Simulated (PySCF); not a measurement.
Compound: [Rh(H2O)6]3+ (charge +3 and singlet state).
Cartesian coordinates in Å at the PBE0-D3(BJ)/def2-SVP level; atoms count from 1:
```
atom  x, y, z in Å
Rh1   -0.005    0.001    0.005
O2    -0.111    0.322    2.009
H3    -0.095    1.221    2.393
H4     0.100   -0.330    2.704
O5    -0.012   -0.335   -1.997
H6     0.124   -1.223   -2.382
H7     0.007    0.336   -2.705
O8     2.032    0.028    0.035
H9     2.564    0.384    0.774
H10    2.580    0.037   -0.774
O11   -2.035   -0.016   -0.026
H12   -2.571   -0.061    0.790
H13   -2.559   -0.363   -0.775
O14   -0.162    2.019   -0.192
H15   -1.023    2.435   -0.394
H16    0.554    2.619   -0.477
O17    0.144   -2.019    0.205
H18   -0.589   -2.611    0.464
H19    0.992   -2.451    0.427
```

Theory: PySCF, PBE0-D3(BJ)/def2-SVP geometry optimisation, gas phase, def2 core potentials past Kr.

Q: Which atoms are bound to Rh1, and at what distances?

A: 6 atoms: O11 2.030 Å, O5 2.031 Å, O2 2.032 Å, O14 2.034 Å, O17 2.035 Å, O8 2.038 Å. The nearest atom not counted as bound is H15, at 2.67 Å.

Q: List the angles at Rh1.

A: 
| angle | degrees | distance of the outer atoms (Å) |
| --- | --- | --- |
| O14–Rh1–O17 | 179.8 | 4.07 |
| O8–Rh1–O11 | 179.7 | 4.07 |
| O2–Rh1–O5 | 176.8 | 4.06 |
| O5–Rh1–O14 | 93.9 | 2.97 |
| O11–Rh1–O17 | 93.8 | 2.97 |
| O8–Rh1–O14 | 93.7 | 2.97 |
| O2–Rh1–O17 | 93.7 | 2.97 |
| O2–Rh1–O8 | 92.0 | 2.93 |
| O5–Rh1–O8 | 91.1 | 2.91 |
| O5–Rh1–O11 | 88.9 | 2.84 |
| O2–Rh1–O11 | 88.0 | 2.82 |
| O8–Rh1–O17 | 86.5 | 2.79 |
| O2–Rh1–O14 | 86.3 | 2.78 |
| O5–Rh1–O17 | 86.1 | 2.78 |
| O11–Rh1–O14 | 86.0 | 2.77 |

Q: What is the shape at Rh1?

A: Octahedral: the three widest angles are 179.8°, 179.7° and 176.8°, the others run from 86.0° to 93.9°.

Q: What are the other bond lengths?

A: O2–H3 and 11 like bonds 0.977 Å.

Q: What are the rotational constants (commonest isotopes, rigid rotor)?

A: A = 1629, B = 1558, C = 1508 MHz: an asymmetric top.

Charge +3, singlet. No counter-ion or solvent screens the charge of this multiply charged ion. No PBE0-D3(BJ)/def2-SVP frequencies stand behind this structure, so it isn't proved a minimum.

On one thread of an Intel Xeon 6975P-C, on a shared host, this took 4.4 min wall and 0.76 GiB of memory at its peak. That covers the optimisation of the geometry.
